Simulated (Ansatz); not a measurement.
Molecule: sum formula GeHBr2, charge -1, multiplicity 1. It need not be the lowest isomer of its formula. Whether it binds its extra electron was not tested at this geometry. 
Structure (B3LYP-D3(BJ)/def2-TZVP (Ansatz, a quantum-chemistry and plane-wave program) minimum search):
```
Ge
H 1 1.6129
Br 1 2.5391 2 91.75
Br 1 2.5391 2 91.75 3 -101.62
```
Charge -1, spin multiplicity 1.

Basis-set convergence of Hartree-Fock and MP2 correlation energies (hartree) with Ansatz. Cores are frozen in the correlated levels unless marked. No spin-orbit coupling. The frozen core is the preceding noble-gas configuration, with the filled d and f shells of earlier blocks. No relativistic terms.

```csv
basis,functions,E(HF),"E(corr, MP2)"
aug-cc-pVDZ,117,-7220.84421,-0.34336
aug-cc-pVTZ,200,-7221.06213,-0.44800
aug-cc-pVQZ,325,-7221.07016,-0.48880
```

Extrapolating the two largest sets (X = 3 and 4) as X^-3: E(corr) = (64·(-0.48880) - 27·(-0.44800))/37 = -0.5186 Eh, an estimate of the basis-set limit. The largest set recovers 94.3 % of it, the smallest 66.2 %.
